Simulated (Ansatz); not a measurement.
```yaml
atoms:
  - { symbol: C, position_ang: [0.0119, 0.0383, -0.5575] }
  - { symbol: O, position_ang: [0.0829, 0.0471, 0.6783] }
  - { symbol: H, position_ang: [-0.0319, -0.9824, -1.1199] }
  - { symbol: H, position_ang: [-0.0330, 0.8562, -1.1194] }
```

Basis set: 6-31G (spherical functions). Correlated methods keep 2 orbitals frozen. Charge 0, multiplicity 1.

Computed with Ansatz (development build ahead of 0.2.0); each method stands on the lowest determinant of its kind that the runs found. Restricted open shells among the atoms or ions are ROHF, correlated in semicanonical orbitals with singles.

Task: Give the atomization energy at this shape (free ground-state atoms in the same class of orbitals less the molecule, no zero-point energy) of singlet CH2O by RHF-MP2, RHF.

Result:

```tsv
method	atomization energy
RHF-MP2	307.83 kcal/mol
RHF	216.57 kcal/mol
```

This basis has no polarisation functions and is too small for such energies, which can lie far from measured ones in either direction.
